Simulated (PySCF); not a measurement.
Compound: C2H8OSiTe.
Bonds: C1–Te2, Te2–C3, C3–O4, O4–Si5. Hydrogens: H6, H7, H8 on C1; H9, H10 on C3; H11, H12, H13 on Si5.

Computed with PBE0-D3(BJ)/def2-SVP geometry optimisation, gas phase, def2 core potentials past Kr (PySCF).

**Question.** How far are the bound atoms from Te2?

**Answer.** 2 atoms: C1 2.150 Å, C3 2.166 Å. The nearest atom not counted as bound is H10, at 2.68 Å (others tie with it).

**Question.** What is the shape at Te2?

**Answer.** Bent: angle 91.8°. The Te–C distances aren't all alike: 2.150 to 2.166 Å.

**Question.** What are the other bond lengths?

**Answer.** C3–O4 1.391 Å; O4–Si5 1.672 Å; C1–H6, C1–H7, C1–H8 1.097 Å; C3–H9, C3–H10 1.105 Å; Si5–H11, Si5–H12 1.496 Å; Si5–H13 1.486 Å.

**Question.** Give some angles away from the centre.

**Answer.** Te2–C3–O4 110.7°, C3–O4–Si5 123.5°.

**Question.** What are the rotational constants (commonest isotopes, rigid rotor)?

**Answer.** A = 5699, B = 789.6, C = 720.3 MHz: a near-prolate asymmetric top.

Point group: C1 (no symmetry element, even within 0.4 Å). Charge 0, singlet. Not checked by PBE0-D3(BJ)/def2-SVP frequencies.

Hardware: one thread of an Intel Xeon Platinum 8259CL at 2.50 GHz, shared host. Cost: 81 s wall, 0.54 GiB resident at most. These figures are those of the optimisation.

The values belong to the conformer `[CH3:1][Te:2][CH2:3][O:4][SiH3:5]`: C1–Te2–C3–O4 58°, Te2–C3–O4–Si5 180°.
